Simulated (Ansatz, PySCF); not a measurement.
H₃OSi, SMILES [SiH3][O] (connectivity only; charge and spin as stated), charge -1, multiplicity 1. Atoms are numbered in the order given.

```xyz
5

O      0.0000     0.0000    -1.1470
Si     0.0000     0.0000     0.4173
H     -1.1820     0.6824     1.1112
H      1.1820     0.6824     1.1112
H      0.0000    -1.3648     1.1112
```
Charge -1, spin multiplicity 1.

Geometry: PBE0-D3(BJ)/def2-TZVPD. The spin state was assumed, not searched. The isomer is the one that the SMILES or the coordinates give; other isomers of the formula were not compared.

Estimates of the vertical detachment energy (IE) of the anion in eV. Rows of orbital energies are one-electron estimates, which approximate functionals can put far too low.

```
level                                                                 IE
-----------------------------------------------------------------  -----
−ε(HOMO), −ε(LUMO), HF/def2-TZVPD (PySCF)                           4.84
−ε(HOMO), −ε(LUMO), CAM-B3LYP/def2-TZVPD (PySCF)                    2.72
−ε(HOMO), −ε(LUMO), PBE/def2-TZVPD (PySCF)                         -0.08
ΔSCF, ωB97X-V/def2-TZVPD (Ansatz), final states of multiplicity 2    [?]
ΔSCF, PBE/def2-TZVPD (Ansatz), final states of multiplicity 2       3.45
```

Task: Some entries are withheld; supply them. (The exact figures need the calculation; the answer reports its results.)

Result: 
- ΔSCF, ωB97X-V/def2-TZVPD (Ansatz, a quantum-chemistry and plane-wave program), final states of multiplicity 2, IE: 3.56

Task: What vertical singlet–triplet gap does ΔSCF give with ωB97X-V/def2-TZVPD (Ansatz) and with PBE/def2-TZVPD (Ansatz)? (Estimate from the structure and the level; the computed values follow.)

Result: 4.98 and 4.51 eV (triplet above singlet where positive).
